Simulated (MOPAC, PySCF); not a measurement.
C5H11F3Si, SMILES `FC(F)(F)CCCC[SiH3]`, neutral singlet in the gas phase. 

Z-matrix (Å, degrees):
```
C
H 1 1.1051
H 1 1.1051 2 105.70
C 1 1.5299 2 109.14 3 -117.26
H 4 1.1028 1 109.62 2 -64.30
H 4 1.1028 5 106.31 1 118.42
C 4 1.5278 5 109.16 6 117.62
H 7 1.1017 4 110.99 5 62.59
H 7 1.1017 8 107.12 4 -121.31
C 7 1.5101 8 107.01 9 -114.48
F 10 1.3449 7 111.41 8 57.28
F 10 1.3472 11 107.26 7 122.62
F 10 1.3472 11 107.26 12 114.75
C 1 1.5339 2 109.75 3 118.29
H 14 1.1048 1 110.01 2 -179.82
H 14 1.1048 15 105.75 1 118.76
Si 14 1.8924 15 108.08 16 115.55
H 17 1.4925 14 110.48 15 -57.01
H 17 1.4939 18 108.74 14 121.18
H 17 1.4939 18 108.74 19 117.65
```
Charge 0, multiplicity 1.

All levels are single points at this geometry (B3LYP-D3(BJ)/def2-SVP); Pople sets use spherical d functions. Orbital energies aren't observables, and empty levels follow the basis.

```json
[
 {"level": "M06-2X/def2-TZVP in PySCF", "HOMO (eV)": "-9.86", "LUMO (eV)": "1.14", "gap (eV)": "11.00", "dipole (D)": "1.95", "vertical IE, Delta-SCF (eV)": "10.80"},
 {"level": "B3LYP/3-21G in PySCF", "HOMO (eV)": "-8.42", "LUMO (eV)": "1.33", "gap (eV)": "9.75", "dipole (D)": "1.54", "vertical IE, Delta-SCF (eV)": "–"},
 {"level": "B3LYP/6-311+G** in PySCF", "HOMO (eV)": "-8.58", "LUMO (eV)": "-0.32", "gap (eV)": "8.26", "dipole (D)": "1.98", "vertical IE, Delta-SCF (eV)": "–"},
 {"level": "B3LYP/6-31G* in PySCF", "HOMO (eV)": "-8.30", "LUMO (eV)": "0.96", "gap (eV)": "9.27", "dipole (D)": "1.39", "vertical IE, Delta-SCF (eV)": "10.35"},
 {"level": "BP86/6-31G* in PySCF", "HOMO (eV)": "-7.31", "LUMO (eV)": "0.32", "gap (eV)": "7.63", "dipole (D)": "1.16", "vertical IE, Delta-SCF (eV)": "–"},
 {"level": "M06-2X/6-31G* in PySCF", "HOMO (eV)": "-9.74", "LUMO (eV)": "1.84", "gap (eV)": "11.58", "dipole (D)": "1.62", "vertical IE, Delta-SCF (eV)": "–"},
 {"level": "HF/6-31G* in PySCF", "HOMO (eV)": "-11.79", "LUMO (eV)": "4.18", "gap (eV)": "15.97", "dipole (D)": "1.88", "vertical IE, Delta-SCF (eV)": "10.24"},
 {"level": "HF/STO-3G in PySCF", "HOMO (eV)": "-9.90", "LUMO (eV)": "13.17", "gap (eV)": "23.07", "dipole (D)": "1.66", "vertical IE, Delta-SCF (eV)": "–"},
 {"level": "PM7 in MOPAC", "HOMO (eV)": "-11.24", "LUMO (eV)": "1.48", "gap (eV)": "12.72", "dipole (D)": "2.24", "vertical IE, Delta-SCF (eV)": "–"}
]
```
